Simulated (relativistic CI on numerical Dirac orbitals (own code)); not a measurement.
Calculated levels, Tb³⁸⁺

Computed by Dirac-Coulomb-Breit CI, KLI orbitals optimised for each configuration, model QED (radiative potential, 1s self-energy scaled to tabulated hydrogen-like ionisation energies), unscaled Slater integrals (own radial code, finite nucleus).

Configuration list (outside the closed core [Ne]): 3s²3p⁶3d⁹, 3s²3p⁵3d¹⁰, 3s3p⁶3d¹⁰, 3s²3p⁶3d⁸4s, 3s²3p⁶3d⁸4p, 3s²3p⁶3d⁸4d, 3s²3p⁴3d¹⁰4s, 3s²3p⁴3d¹⁰4p, 3s²3p⁵3d⁹4s, 3s²3p⁶3d⁸4f, 3s²3p⁴3d¹⁰4d, 3s²3p⁵3d⁹4p, 3s3p⁵3d¹⁰4s, 3s²3p⁶3d⁷4s², 3s3p⁵3d¹⁰4p, 3s²3p⁵3d⁹4d. Levels of other configurations are missing.

The lowest level is 3s²3p⁶3d⁹ ²D5/2, with 100 % of that term; Hund's rules for 3s²3p⁶3d⁹ give ²D with J = 5/2, in agreement.

```tsv
No.	Configuration	Term	J	E (eV)	%	Next component (%)	Landé g	jj configuration (%)
1	3s²3p⁶3d⁹	²D	5/2	0.00	100		1.193	3d5/2^5 (100)
2	3s²3p⁶3d⁹	²D	3/2	35.13	100		0.791	3d3/2^3 3d5/2^6 (100)
3	3s²3p⁵3d¹⁰	²P°	3/2	354.45	100		1.325	3p3/2^3 (100)
4	3s²3p⁵3d¹⁰	²P°	1/2	517.21	100		0.654	3p1/2 3p3/2^4 (100)
5	3s3p⁶3d¹⁰	²S	1/2	711.06	100		1.991	3s (100)
6	3s²3p⁶3d⁸4s	⁴F	9/2	1115.23	90	10 ²G	1.304	3d5/2^4 4s (98)
7	3s²3p⁶3d⁸4s	²F	7/2	1117.82	63	26 ⁴F	1.132	3d5/2^4 4s (98)
8	3s²3p⁶3d⁸4s	²D	5/2	1123.62	48	42 ⁴P	1.335	3d5/2^4 4s (99)
9	3s²3p⁶3d⁸4s	²D	3/2	1124.71	51	29 ²P	0.968	3d5/2^4 4s (99)
10	3s²3p⁶3d⁸4s	⁴P	1/2	1139.33	43	42 ²S	2.080	3d5/2^4 4s (96)
11	3s²3p⁶3d⁸4s	⁴F	7/2	1149.75	72	28 ²F	1.203	3d3/2^3 3d5/2^5 4s (100)
12	3s²3p⁶3d⁸4s	⁴F	5/2	1150.28	65	33 ²F	0.971	3d3/2^3 3d5/2^5 4s (100)
13	3s²3p⁶3d⁸4s	⁴P	5/2	1157.57	49	28 ²F	1.282	3d3/2^3 3d5/2^5 4s (99)
14	3s²3p⁶3d⁸4s	⁴F	3/2	1158.06	33	31 ⁴P	1.089	3d3/2^3 3d5/2^5 4s (97)
15	3s²3p⁶3d⁸4s	⁴P	3/2	1161.81	60	36 ²P	1.534	3d3/2^3 3d5/2^5 4s (99)
16	3s²3p⁶3d⁸4s	²G	9/2	1162.96	90	10 ⁴F	1.125	3d3/2^3 3d5/2^5 4s (98)
17	3s²3p⁶3d⁸4s	²G	7/2	1163.34	89	9 ²F	0.910	3d3/2^3 3d5/2^5 4s (98)
18	3s²3p⁶3d⁸4s	²P	1/2	1163.52	69	30 ⁴P	1.275	3d3/2^3 3d5/2^5 4s (99)
19	3s²3p⁶3d⁸4s	⁴F	3/2	1189.23	52	38 ²D	0.643	3d3/2^2 3d5/2^6 4s (97)
20	3s²3p⁶3d⁸4s	²D	5/2	1190.09	36	34 ²F	1.068	3d3/2^2 3d5/2^6 4s (98)
21	3s²3p⁶3d⁸4p	⁴D°	7/2	1190.61	51	21 ²F°	1.289	3d5/2^4 4p1/2 (98)
22	3s²3p⁶3d⁸4p	²G°	9/2	1192.14	41	29 ⁴G°	1.154	3d5/2^4 4p1/2 (98)
23	3s²3p⁶3d⁸4p	²D°	3/2	1198.63	32	29 ²P°	1.241	3d5/2^4 4p1/2 (99)
24	3s²3p⁶3d⁸4p	²F°	5/2	1199.33	40	28 ²D°	1.066	3d5/2^4 4p1/2 (99)
25	3s²3p⁶3d⁸4s	²S	1/2	1210.52	58	26 ⁴P	1.965	3d3/2^2 3d5/2^6 4s (96)
26	3s²3p⁶3d⁸4p	²P°	1/2	1214.06	56	31 ⁴D°	0.673	3d5/2^4 4p1/2 (95)
27	3s²3p⁶3d⁸4p	⁴G°	7/2	1225.26	57	18 ²G°	1.014	3d3/2^3 3d5/2^5 4p1/2 (99)
28	3s²3p⁶3d⁸4p	⁴F°	5/2	1225.49	39	34 ⁴D°	1.123	3d3/2^3 3d5/2^5 4p1/2 (98)
29	3s²3p⁶3d⁸4p	⁴D°	3/2	1232.55	25	24 ⁴P°	1.187	3d3/2^3 3d5/2^5 4p1/2 (97)
30	3s²3p⁶3d⁸4p	²D°	5/2	1233.85	23	22 ⁴G°	1.064	3d3/2^3 3d5/2^5 4p1/2 (97)
31	3s²3p⁶3d⁸4p	⁴P°	1/2	1235.81	58	28 ⁴D°	1.816	3d3/2^3 3d5/2^5 4p1/2 (98)
32	3s²3p⁶3d⁸4p	²H°	9/2	1238.06	72	21 ²G°	0.971	3d3/2^3 3d5/2^5 4p1/2 (97)
33	3s²3p⁶3d⁸4p	⁴D°	3/2	1238.83	45	26 ²P°	1.259	3d3/2^3 3d5/2^5 4p1/2 (98)
34	3s²3p⁶3d⁸4p	²F°	7/2	1239.39	54	34 ²G°	1.083	3d3/2^3 3d5/2^5 4p1/2 (95)
35	3s²3p⁶3d⁸4p	⁴G°	11/2	1244.25	89	10 ²H°	1.247	3d5/2^4 4p3/2 (98)
36	3s²3p⁶3d⁸4p	⁴F°	9/2	1246.83	60	38 ²G°	1.237	3d5/2^4 4p3/2 (97)
37	3s²3p⁶3d⁸4p	²F°	7/2	1247.42	63	28 ⁴D°	1.212	3d5/2^4 4p3/2 (95)
38	3s²3p⁶3d⁸4p	²D°	5/2	1247.95	67	16 ²F°	1.160	3d5/2^4 4p3/2 (97)
39	3s²3p⁶3d⁸4p	²D°	5/2	1253.01	59	23 ⁴P°	1.231	3d5/2^4 4p3/2 (98)
40	3s²3p⁶3d⁸4p	²F°	7/2	1254.83	49	39 ⁴D°	1.226	3d5/2^4 4p3/2 (98)
41	3s²3p⁶3d⁸4p	²P°	1/2	1255.68	58	25 ²S°	0.925	3d5/2^4 4p3/2 (96)
42	3s²3p⁶3d⁸4p	²P°	3/2	1255.97	54	25 ²D°	1.197	3d5/2^4 4p3/2 (96)
43	3s²3p⁶3d⁸4p	⁴G°	5/2	1264.39	44	34 ²F°	0.818	3d3/2^2 3d5/2^6 4p1/2 (96)
44	3s²3p⁶3d⁸4p	⁴F°	3/2	1267.67	32	27 ²D°	0.902	3d3/2^2 3d5/2^6 4p1/2 (91)
45	3s²3p⁶3d⁸4p	²P°	3/2	1270.20	41	21 ²D°	1.332	3d5/2^4 4p3/2 (93)
46	3s²3p⁶3d⁸4p	⁴G°	9/2	1278.79	67	26 ²G°	1.160	3d3/2^3 3d5/2^5 4p3/2 (100)
47	3s²3p⁶3d⁸4p	⁴D°	5/2	1279.36	40	37 ²F°	1.119	3d3/2^3 3d5/2^5 4p3/2 (98)
48	3s²3p⁶3d⁸4p	⁴F°	7/2	1280.22	57	18 ²G°	1.149	3d3/2^3 3d5/2^5 4p3/2 (100)
49	3s²3p⁶3d⁸4p	²D°	3/2	1281.24	53	42 ⁴D°	0.958	3d3/2^3 3d5/2^5 4p3/2 (95)
50	3s²3p⁶3d⁸4p	²P°	1/2	1285.50	47	39 ⁴D°	0.652	3d3/2^2 3d5/2^6 4p1/2 (77)
51	3s²3p⁶3d⁸4p	⁴P°	5/2	1286.17	42	22 ²F°	1.248	3d3/2^3 3d5/2^5 4p3/2 (98)
52	3s²3p⁶3d⁸4p	⁴D°	7/2	1287.23	49	28 ²G°	1.191	3d3/2^3 3d5/2^5 4p3/2 (97)
53	3s²3p⁶3d⁸4p	²D°	3/2	1288.56	35	31 ²P°	1.046	3d3/2^3 3d5/2^5 4p3/2 (97)
54	3s²3p⁶3d⁸4p	⁴D°	1/2	1288.69	37	37 ²P°	0.794	3d3/2^3 3d5/2^5 4p3/2 (87)
55	3s²3p⁶3d⁸4p	²H°	11/2	1290.58	89	10 ⁴G°	1.103	3d3/2^3 3d5/2^5 4p3/2 (98)
56	3s²3p⁶3d⁸4p	²F°	5/2	1291.40	84	11 ²D°	0.897	3d3/2^3 3d5/2^5 4p3/2 (98)
57	3s²3p⁶3d⁸4p	⁴D°	5/2	1292.61	57	33 ²D°	1.298	3d3/2^3 3d5/2^5 4p3/2 (99)
58	3s²3p⁶3d⁸4p	²P°	1/2	1293.27	54	26 ²S°	1.299	3d3/2^3 3d5/2^5 4p3/2 (87)
59	3s²3p⁶3d⁸4p	²G°	7/2	1294.45	58	35 ²F°	0.998	3d3/2^3 3d5/2^5 4p3/2 (96)
60	3s²3p⁶3d⁸4p	⁴S°	3/2	1294.58	43	33 ²D°	1.474	3d3/2^3 3d5/2^5 4p3/2 (99)
61	3s²3p⁶3d⁸4p	²G°	9/2	1296.25	74	20 ²H°	1.078	3d3/2^3 3d5/2^5 4p3/2 (97)
62	3s²3p⁶3d⁸4p	⁴F°	3/2	1317.96	25	25 ²P°	0.944	3d3/2^2 3d5/2^6 4p3/2 (98)
63	3s²3p⁶3d⁸4p	²D°	5/2	1319.25	30	28 ²F°	1.009	3d3/2^2 3d5/2^6 4p3/2 (98)
64	3s²3p⁶3d⁸4p	²F°	7/2	1319.69	38	30 ²G°	1.059	3d3/2^2 3d5/2^6 4p3/2 (98)
65	3s²3p⁶3d⁸4p	⁴D°	1/2	1320.76	46	46 ²P°	0.450	3d3/2^2 3d5/2^6 4p3/2 (93)
66	3s²3p⁶3d⁸4p	²P°	3/2	1340.76	59	14 ²D°	1.319	3d3/2^2 3d5/2^6 4p3/2 (96)
67	3s²3p⁶3d⁸4d	⁴P	5/2	1359.80	40	34 ⁴D	1.383	3d5/2^4 4d3/2 (97)
68	3s²3p⁶3d⁸4d	⁴D	7/2	1361.68	46	30 ⁴F	1.275	3d5/2^4 4d3/2 (92)
69	3s²3p⁶3d⁸4d	²H	11/2	1362.95	46	33 ⁴H	1.101	3d5/2^4 4d3/2 (98)
70	3s²3p⁶3d⁸4d	⁴G	9/2	1364.43	36	27 ²G	1.158	3d5/2^4 4d3/2 (96)
```

Energies count from the lowest computed level; ° marks odd parity. Filled j subshells are mostly left out of the jj labels.

The mean weight of the leading LS term, summed over parents, in these 70 levels is 56 %, and that of the leading jj configuration (from the same eigenvectors) 97 %, so jj coupling describes them better and the LS labels are nominal.

At this charge energies of transitions that change n are usually good to better than 1 %, and those within a shell (Δn = 0) to a few per cent.

LS names give the leading component of a level, which can be under half, so a name can repeat, a term be missing and a line seem to break the LS rules.
